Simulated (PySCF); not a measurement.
How methods differ on the excitation energy of Sb

Sb [Kr] 4d10 5s2 5p3 (4S) → Sb [Kr] 4d10 5s1 5p3 6s1 (6S), as a difference of total energies. Calculation: PySCF 2.14, in aug-cc-pVTZ-PP with ECP28MDF (6s5p4d2f, 55 functions); scalar relativity through the core potential. Correlated levels: valence: 4s2 4p6 4d10 frozen. The calculations carry no spin-orbit coupling.

| method | excitation energy (cm⁻¹) |
| --- | --- |
| UHF | 78361 |
| MP2 (valence) | 86595 |
| SCS-MP2 (valence) | 89608 |
| CCSD (valence) | 87741 |
| CCSD(T) (valence) | 88163 |

The upper state lies above the first ionisation limit, but in LS coupling its spin forbids autoionisation to the ground ion; at this Z spin-orbit coupling breaks that rule. A Rydberg-like electron needs more diffuse functions than a valence basis has.

The promoted electron is Rydberg-like, and one or two diffuse shells describe it only roughly, which tends to raise the upper state.
